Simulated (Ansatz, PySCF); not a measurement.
Ge(F)3(NCO) (CF3GeNO), SMILES O=C=[N][Ge]([F])([F])[F]. Atoms are numbered in the order given.

```xyz
7

O      3.4274    -0.3799     0.1351
C      2.2688    -0.4245     0.2287
N      1.0710    -0.5281     0.3721
Ge    -0.5595     0.0534    -0.0189
F     -0.5160     1.3949    -1.0833
F     -1.4768    -1.1836    -0.7610
F     -1.3836     0.5286     1.4013
```
Charge 0, spin multiplicity 1.

Coordinates come from a B3LYP-D3(BJ)/def2-SVP optimisation. This is a generated structure with no PubChem entry under its InChIKey; it may be hypothetical. Other conformers were not sampled.

Two levels are set side by side: PBE-D3(BJ)/def2-SVP (Ansatz, an electronic-structure program) and B3LYP-D3(BJ)/def2-SVP (Ansatz). Each level has its own optimised geometry; the coordinates shown are those of the second. Frequencies come from the Hessian of PySCF at each geometry. Differences are taken from unrounded values.

```csv
quantity,B3LYP-D3(BJ)
mean bond length (Å),1.547
bond O1–C2 (Å),1.163
bond C2–N3 (Å),1.211
bond N3–Ge4 (Å),1.775
bond Ge4–F5 (Å),1.713
bond Ge4–F6 (Å),1.709
bond Ge4–F7 (Å),1.709
highest harmonic wavenumber (cm⁻¹),2431
mean harmonic wavenumber (cm⁻¹),617
zero-point energy (kcal/mol),13.24
```

Q: What does PBE-D3(BJ) give, and how far is it from B3LYP-D3(BJ)? (The exact figures need the calculation; the answer reports its results.)

A: 
| quantity | PBE-D3(BJ) | PBE-D3(BJ) minus B3LYP-D3(BJ) |
|---|---|---|
| mean bond length (Å) | 1.561 | 0.014 |
| bond O1–C2 (Å) | 1.174 | 0.011 |
| bond C2–N3 (Å) | 1.224 | 0.013 |
| bond N3–Ge4 (Å) | 1.792 | 0.018 |
| bond Ge4–F5 (Å) | 1.728 | 0.015 |
| bond Ge4–F6 (Å) | 1.723 | 0.014 |
| bond Ge4–F7 (Å) | 1.723 | 0.014 |
| highest harmonic wavenumber (cm⁻¹) | 2368 | -64 |
| mean harmonic wavenumber (cm⁻¹) | 596 | -21 |
| zero-point energy (kcal/mol) | 12.79 | -0.46 |

Exact exchange shortens and stiffens bonds; PBE has none. Differences between two approximate levels are no errors against the true value.
